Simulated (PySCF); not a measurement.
## Computed spin Hamiltonian

Compound: C6H7F2O (doublet state).
Cartesian coordinates in Å at the GFN2-xTB level; atoms count from 1:
```
atom  x, y, z in Å
F1     3.212    0.700    0.663
C2     2.078    0.527   -0.024
F3     2.401   -0.228   -1.108
O4     1.190   -0.097    0.777
C5    -0.134   -0.164    0.279
C6    -0.640   -1.089   -0.842
C7    -1.803   -0.274   -0.260
C8    -0.951    1.003   -0.302
C9    -1.315   -0.569    1.166
H10    1.739    1.509   -0.407
H11   -0.628   -2.154   -0.640
H12   -0.323   -0.859   -1.854
H13   -1.221    1.804    0.378
H14   -0.672    1.371   -1.285
H15   -1.342   -1.599    1.501
H16   -1.601    0.128    1.947
```

The hyperfine couplings belong to this conformer and change with its torsions.

Identity: `FC(F)OC12C[C](C1)C2` [radical].

Theory: PySCF, UKS B3LYP, pcH-1 on C F H O, non-relativistic, mean-field spin-orbit, GIAO. Isolated species at its GFN2-xTB geometry (one conformer only). The geometry wasn't refined by DFT: couplings that depend on bond lengths, twists or pyramidal angles can differ widely from those at the functional's own minimum. Stability of the SCF solution: not tested.

```json
{"g1, g2, g3": "2.00214, 2.00224, 2.00268", "g_iso": "2.00235", "Form of g": "rhombic: the two nearest values differ by 18 % of g3 − g1", "⟨S²⟩": "0.7527 (exact 0.7500)", "α and β electrons": "35, 34", "Total energy": "-507.62575 Eh", "Basis functions": "295"}
```

Isotropic coupling and dipolar principal values T1 to T3, in 10⁻⁴ cm⁻¹ (1 × 10⁻⁴ cm⁻¹ = 2.998 MHz):

```json
{"atom": "F1", "isotope": "19F", "a_iso": "6.4", "T1": "-3.2", "T2": "-3.2", "T3": "6.4", "Mulliken spin population": "0.00"}
{"atom": "C2", "isotope": "13C", "a_iso": "-0.4", "T1": "-0.4", "T2": "-0.1", "T3": "0.5", "Mulliken spin population": "0.00"}
{"atom": "F3", "isotope": "19F", "a_iso": "-0.1", "T1": "-0.9", "T2": "-0.2", "T3": "1.1", "Mulliken spin population": "0.00"}
{"atom": "O4", "isotope": "17O", "a_iso": "-21.3", "T1": "-7.6", "T2": "3.8", "T3": "3.8", "Mulliken spin population": "0.05"}
{"atom": "C5", "isotope": "13C", "a_iso": "65.3", "T1": "-0.6", "T2": "0.3", "T3": "0.3", "Mulliken spin population": "0.07"}
{"atom": "C6", "isotope": "13C", "a_iso": "3.5", "T1": "-2.3", "T2": "-1.5", "T3": "3.8", "Mulliken spin population": "0.01"}
{"atom": "C7", "isotope": "13C", "a_iso": "133.7", "T1": "-21.7", "T2": "-21.7", "T3": "43.4", "Mulliken spin population": "0.83"}
{"atom": "C8", "isotope": "13C", "a_iso": "3.6", "T1": "-2.2", "T2": "-1.4", "T3": "3.6", "Mulliken spin population": "0.01"}
{"atom": "C9", "isotope": "13C", "a_iso": "3.5", "T1": "-2.4", "T2": "-1.5", "T3": "3.8", "Mulliken spin population": "0.02"}
{"atom": "H10", "isotope": "1H", "a_iso": "-0.3", "T1": "-0.6", "T2": "-0.3", "T3": "0.9", "Mulliken spin population": "0.00"}
{"atom": "H11", "isotope": "1H", "a_iso": "0.0", "T1": "-1.9", "T2": "-1.2", "T3": "3.1", "Mulliken spin population": "0.00"}
{"atom": "H12", "isotope": "1H", "a_iso": "-0.1", "T1": "-1.9", "T2": "-1.2", "T3": "3.1", "Mulliken spin population": "0.00"}
{"atom": "H13", "isotope": "1H", "a_iso": "0.2", "T1": "-1.9", "T2": "-1.2", "T3": "3.1", "Mulliken spin population": "0.00"}
{"atom": "H14", "isotope": "1H", "a_iso": "0.2", "T1": "-1.9", "T2": "-1.2", "T3": "3.1", "Mulliken spin population": "0.00"}
{"atom": "H15", "isotope": "1H", "a_iso": "0.0", "T1": "-1.9", "T2": "-1.2", "T3": "3.1", "Mulliken spin population": "0.00"}
{"atom": "H16", "isotope": "1H", "a_iso": "0.0", "T1": "-1.9", "T2": "-1.2", "T3": "3.1", "Mulliken spin population": "0.00"}
```

The Mulliken spin populations are largest on C7 (+0.83) and C5 (+0.07). No atom but C7 exceeds +0.15. The angles at C7 add up to 271.7°, so it is pyramidal.

Under fast tumbling the dipolar parts average out, and these isotropic splittings remain: 2 × 19F (F1/F3, I = 1/2, 3 lines) with 0.33 mT.

Nuclei that the bonding pattern makes equivalent are averaged, as if the motion that swaps them (rotation, inversion, ring flip) were fast. The 19F value of +9.4 MHz is a mean of couplings from -0.3 to 19.0 MHz in this one geometry, not an average over conformers.

The 13C coupling of C7 (400.7 MHz) shows only in satellite lines or after enrichment, since that isotope makes up about 1.07 % of natural carbon.

The 17O coupling of O4 (-64.0 MHz) shows only in satellite lines or after enrichment, since that isotope makes up about 0.038 % of natural oxygen.
